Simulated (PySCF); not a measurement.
SMILES s1ccc(Oc2ccc[se]2)c1 (C8H6OSSe), GFN2-xTB optimised geometry.

```
17

C      0.99    -2.95    -1.14
C      0.32    -2.50    -2.23
Se     0.17    -0.65    -2.26
C      1.09    -0.68    -0.61
O      1.50     0.43     0.04
C      0.70     1.54     0.00
C     -0.72     1.54     0.00
C     -1.23     2.80     0.00
S      0.00     4.00     0.01
C      1.23     2.80     0.00
C      1.42    -1.95    -0.24
H      1.17    -4.00    -0.96
H     -0.10    -3.09    -3.02
H     -1.32     0.65     0.03
H     -2.26     3.10     0.00
H      2.26     3.07     0.01
H      1.96    -2.16     0.67
```

Density from CAM-B3LYP/def2-SVP in PySCF at that geometry.

Minimum of the electron density along straight lines between bonded atoms, close to the bond critical point (lines longer than 1.1 times the sum of covalent radii, or with two minima, are not listed):

```json
[
 {"bond": "C1–C2", "length / Å": "1.353", "ρ at the minimum / e bohr⁻³": "0.328", "∇²ρ there / e bohr⁻⁵": "-0.84", "position (fraction from the first atom)": "0.49"},
 {"bond": "C2–Se3", "length / Å": "1.862", "ρ at the minimum / e bohr⁻³": "0.173", "∇²ρ there / e bohr⁻⁵": "-0.21", "position (fraction from the first atom)": "0.49"},
 {"bond": "Se3–C4", "length / Å": "1.893", "ρ at the minimum / e bohr⁻³": "0.164", "∇²ρ there / e bohr⁻⁵": "-0.17", "position (fraction from the first atom)": "0.50"},
 {"bond": "C4–O5", "length / Å": "1.351", "ρ at the minimum / e bohr⁻³": "0.287", "∇²ρ there / e bohr⁻⁵": "-0.20", "position (fraction from the first atom)": "0.33"},
 {"bond": "O5–C6", "length / Å": "1.368", "ρ at the minimum / e bohr⁻³": "0.277", "∇²ρ there / e bohr⁻⁵": "-0.27", "position (fraction from the first atom)": "0.67"},
 {"bond": "C6–C7", "length / Å": "1.423", "ρ at the minimum / e bohr⁻³": "0.294", "∇²ρ there / e bohr⁻⁵": "-0.73", "position (fraction from the first atom)": "0.51"},
 {"bond": "C7–C8", "length / Å": "1.355", "ρ at the minimum / e bohr⁻³": "0.327", "∇²ρ there / e bohr⁻⁵": "-0.84", "position (fraction from the first atom)": "0.49"},
 {"bond": "C8–S9", "length / Å": "1.717", "ρ at the minimum / e bohr⁻³": "0.219", "∇²ρ there / e bohr⁻⁵": "-0.50", "position (fraction from the first atom)": "0.47"},
 {"bond": "C6–C10", "length / Å": "1.364", "ρ at the minimum / e bohr⁻³": "0.325", "∇²ρ there / e bohr⁻⁵": "-0.83", "position (fraction from the first atom)": "0.51"},
 {"bond": "S9–C10", "length / Å": "1.715", "ρ at the minimum / e bohr⁻³": "0.220", "∇²ρ there / e bohr⁻⁵": "-0.50", "position (fraction from the first atom)": "0.52"},
 {"bond": "C1–C11", "length / Å": "1.417", "ρ at the minimum / e bohr⁻³": "0.296", "∇²ρ there / e bohr⁻⁵": "-0.74", "position (fraction from the first atom)": "0.50"},
 {"bond": "C4–C11", "length / Å": "1.359", "ρ at the minimum / e bohr⁻³": "0.326", "∇²ρ there / e bohr⁻⁵": "-0.85", "position (fraction from the first atom)": "0.53"},
 {"bond": "C1–H12", "length / Å": "1.077", "ρ at the minimum / e bohr⁻³": "0.284", "∇²ρ there / e bohr⁻⁵": "-1.10", "position (fraction from the first atom)": "0.64"},
 {"bond": "C2–H13", "length / Å": "1.074", "ρ at the minimum / e bohr⁻³": "0.284", "∇²ρ there / e bohr⁻⁵": "-1.11", "position (fraction from the first atom)": "0.64"},
 {"bond": "C7–H14", "length / Å": "1.076", "ρ at the minimum / e bohr⁻³": "0.284", "∇²ρ there / e bohr⁻⁵": "-1.12", "position (fraction from the first atom)": "0.64"},
 {"bond": "C8–H15", "length / Å": "1.071", "ρ at the minimum / e bohr⁻³": "0.287", "∇²ρ there / e bohr⁻⁵": "-1.14", "position (fraction from the first atom)": "0.65"},
 {"bond": "C10–H16", "length / Å": "1.070", "ρ at the minimum / e bohr⁻³": "0.286", "∇²ρ there / e bohr⁻⁵": "-1.13", "position (fraction from the first atom)": "0.65"},
 {"bond": "C11–H17", "length / Å": "1.076", "ρ at the minimum / e bohr⁻³": "0.283", "∇²ρ there / e bohr⁻⁵": "-1.09", "position (fraction from the first atom)": "0.64"}
]
```
